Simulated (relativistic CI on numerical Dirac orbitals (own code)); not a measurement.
# Hyperfine structure of Pb XV, mass number 207

Calculated at this level of theory: Dirac-Coulomb-Breit CI, KLI orbitals optimised for each configuration, model QED (radiative potential, 1s self-energy scaled to tabulated hydrogen-like ionisation energies), unscaled Slater integrals (own radial code, finite nucleus).

Configurations in the expansion (outside the closed core [Kr] 4d10): 4f14 5s2 5p6, 4f14 5s2 5p5 5d, 4f14 5s 5p6 5d, 4f14 5s2 5p5 5f, 4f14 5s2 5p5 5g, 4f14 5s 5p6 5f, 4f14 5s2 5p5 6s, 4f13 5s2 5p6 5d, 4f14 5s2 5p5 6p, 4f14 5s 5p6 5g, 4f14 5p6 5d2, 4f14 5p5 5d3, 4f14 5p5 5d2 5f, 4f14 5p5 5d2 5g, 4f14 5p5 5d2 6s. Double excitations out of closed p, d and f shells are left out; levels of such configurations are missing from the list, as are those of other unlisted configurations, and high levels can miss mixing partners. These lack a partner that the ground configuration has and come out too high: 4f13 5s2 5p6 5d, 4f14 5s2 5p5 6p.

Nuclear spin I = 1/2, μ = 0.5906 μN (tables of Stone and Pyykkö). The electronic factors are computed for point nuclear moments, without core polarisation or the Bohr-Weisskopf and QED corrections.

```json
{"Level": "4f14 5s2 5p5 5d 3P°_1", "E (cm⁻¹)": "533496", "A (MHz)": "8075"}
{"Level": "4f14 5s2 5p5 5d 3F°_3", "E (cm⁻¹)": "547821", "A (MHz)": "11820"}
{"Level": "4f14 5s2 5p5 5d 3D°_2", "E (cm⁻¹)": "552278", "A (MHz)": "11140"}
{"Level": "4f14 5s2 5p5 5d 3F°_4", "E (cm⁻¹)": "568171", "A (MHz)": "7973"}
{"Level": "4f14 5s2 5p5 5d 1D°_2", "E (cm⁻¹)": "578081", "A (MHz)": "3984"}
{"Level": "4f14 5s2 5p5 5d 3D°_3", "E (cm⁻¹)": "598364", "A (MHz)": "6806"}
{"Level": "4f14 5s2 5p5 5d 3D°_1", "E (cm⁻¹)": "652790", "A (MHz)": "-7687"}
{"Level": "4f14 5s2 5p5 5d 3F°_2", "E (cm⁻¹)": "757373", "A (MHz)": "50190"}
```

Levels with J = 0, under 50 % of one LS term, or S terms without an open s electron are left out. Small factors come from cancelling terms and can be off by tens of per cent or more.

At this charge energies of transitions that change n are usually good to better than 1 %, and those within a shell (Δn = 0) to a few per cent. Levels and lines within the n = 5 or 6 shells can be off by up to 10 % or somewhat more, and those that change n by about 2 %, since core polarisation is missing.

(1) Give the hyperfine levels of 4f14 5s2 5p5 5d 3F°_2 relative to its centre of gravity.

## Answers

(1) With K = F(F + 1) − I(I + 1) − J(J + 1), E = AK/2: F = 3/2: -75280, F = 5/2: 50190 MHz.

LS names give the leading component of a level, which can be under half, so a name can repeat, a term be missing and a line seem to break the LS rules.
